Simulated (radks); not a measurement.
The numbers below are computed, except where a source is named.
Spherical quantum dot in the effective-mass picture: electrons in a parabolic well V = omega^2 r^2 / 2 with omega = 3.71, with a point charge +1 (a donor) at the centre, all in effective atomic units (hartree* = m*/eps^2 hartree, bohr* = eps/m* bohr), one dielectric constant everywhere. Level of theory: non-relativistic Kohn-Sham, r2SCAN, spin-polarised, spherical densities, generalised Kohn-Sham scheme (a radial shooting solver with Libxc functionals). Levels are named by radial order and angular momentum (1s, 1p, 1d, 2s, ...), and open shells are averaged over m.

N = 8, configuration 1s2 1p6. This is the lowest configuration that the search found. Occupied and some empty levels:

level  occupation  eigenvalue (hartree*)  <r> (bohr*)
1s              2                 12.210       0.6066
1p              6                 15.709       0.8386
2s              0                 18.735       0.8979
1d              0                 19.039       0.9963
1f              0                 22.451        1.125

Energy (hartree*): total 84.5767, kinetic 29.378, external 25.647, Hartree 36.716, exchange-correlation -7.1647.

Electron density:

r (bohr*)  n(r) (e/bohr*^3)
0.0751                3.191
0.200                 2.813
0.326                 2.656
0.451                 2.490
0.577                 2.186
0.702                 1.737
0.827                 1.228
0.953                0.7677
1.08                 0.4217
1.20                 0.2035
1.33                0.08546
1.45                0.03166
1.58                0.01019
